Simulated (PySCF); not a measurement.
B3LYP has the VWN-RPA correlation part, as in Gaussian. 

Species: [Zr(F)(Br)3] (charge 0, multiplicity 1).

### Question
Estimate the HOMO–LUMO gap, HOMO and dipole moment that PySCF with B3LYP-D3(BJ)/def2-TZVP // r2SCAN-D4/def2-SVP returns for this input.

### Answer

```yaml
HOMO–LUMO gap: 5.74 eV
HOMO: -8.65 eV
dipole_moment: 0.26 D
```
